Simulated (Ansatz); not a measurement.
The input (input.yaml):

```yaml
crystal:
  periodic: [false, false, false]
  atoms:
    - { symbol: B, position_ang: [-0.735798, 1.589937, -0.144024] }
    - { symbol: Sn, position_ang: [0.487298, -0.322785, -0.204518] }
    - { symbol: O, position_ang: [0.246191, -1.301349, 1.477993] }
    - { symbol: Cl, position_ang: [-0.447507, -1.723924, -1.879032] }
    - { symbol: H, position_ang: [-0.827064, 2.258646, -1.129726] }
    - { symbol: H, position_ang: [-1.288466, 1.920876, 0.861027] }
    - { symbol: H, position_ang: [2.154818, -0.268683, -0.558702] }
    - { symbol: H, position_ang: [0.502728, -2.209918, 1.521282] }
basis:
  gaussian: { orbitals: def2-SVP }
hamiltonian:
  xc: hf
neb:
  order_check: false
  images: 6
  f_tol: 0.05
  max_iterations: 60
  initial_path: idpp
  climbing: false
  final_atoms:
    - { symbol: B, position_ang: [-0.73569039, 1.58507487, -0.13485143] }
    - { symbol: Sn, position_ang: [0.51281748, -0.31205019, -0.17871285] }
    - { symbol: O, position_ang: [0.11099472, -1.36453182, 1.42669781] }
    - { symbol: Cl, position_ang: [-0.28728922, -1.5865449, -2.01715465] }
    - { symbol: H, position_ang: [-1.75093641, 1.59732715, 0.49297782] }
    - { symbol: H, position_ang: [-0.40217891, 2.5481892, -0.75901647] }
    - { symbol: H, position_ang: [2.20561386, -0.27619412, -0.37796058] }
    - { symbol: H, position_ang: [0.43886888, -2.24847019, 1.49232036] }
```

Launched with:

```bash
$ ansatz run input.yaml --threads 1 --pin off --max-ram 2048MiB --backend cpu --events-out ev --progress --plain --runs-dir out
```

Hardware: 1 thread of Arm Neoverse V1 (shared host).

Problem. Roughly how long does this run take, and how much memory?

Solution. 70 s, with a peak of 0.28 GiB, for 4 band iterations.
